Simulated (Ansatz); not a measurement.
C2H6ClGa, singlet, at a GFN2-xTB geometry (such geometries of metal compounds can be far from the true shape); BHLYP/6-31G* (Ansatz, an electronic-structure program).

The Ansatz input:
Ansatz 0.2 input:
```yaml
crystal:
  periodic: [false, false, false]
  atoms:
    - {symbol: Ga, position_ang: [-0.23882611, 0.10083400, -0.14092768]}
    - {symbol: C, position_ang: [-1.80146295, -1.21572828, -0.23393842]}
    - {symbol: H, position_ang: [-1.48974737, -2.11234972, -0.77670352]}
    - {symbol: H, position_ang: [-2.67761150, -0.79304802, -0.72665403]}
    - {symbol: H, position_ang: [-2.07741138, -1.52198383, 0.77883123]}
    - {symbol: C, position_ang: [-0.06504875, 2.00184560, -0.87573406]}
    - {symbol: H, position_ang: [0.73235088, 2.03166984, -1.62340480]}
    - {symbol: H, position_ang: [0.21697965, 2.67872738, -0.06457972]}
    - {symbol: H, position_ang: [-0.98796556, 2.36112255, -1.33204575]}
    - {symbol: Cl, position_ang: [1.46388735, -0.61686449, 0.86890290]}
basis:
  gaussian:
    orbitals: 6-31G*
hamiltonian:
  xc: {name: BHLYP}
accuracy: high
```

The log (banner, timings and long lists left out):

```
Functional definition: BHLYP
2086 factors; integrals over basis functions are off by at most 6.7e-9 eV
mean field evaluation 1: about -67059.1538 eV, gradient 4.6e1 eV
mean field evaluation 2: about -67060.3531 eV, gradient 4.1e1 eV
mean field evaluation 4: about -67063.9611 eV, gradient 9.8e-1 eV
mean field evaluation 8: about -67064.2418 eV, gradient 1.5e-1 eV
mean field evaluation 16: about -67064.2419 eV, gradient 2.0e-5 eV
mean field -67064.24193360 eV, -2464.5654332839 hartree, gradient 2.0e-8 eV, S^2 0.000000; 0 other end points of the search recorded, 0 dependent functions left out
reference -67064.24196417 eV, -2464.5654344074 hartree; 33, 33 occupied and 63, 63 virtual orbitals, 2086 factors
Total energy: -67064.24196417 eV, -2464.5654344074 hartree
```
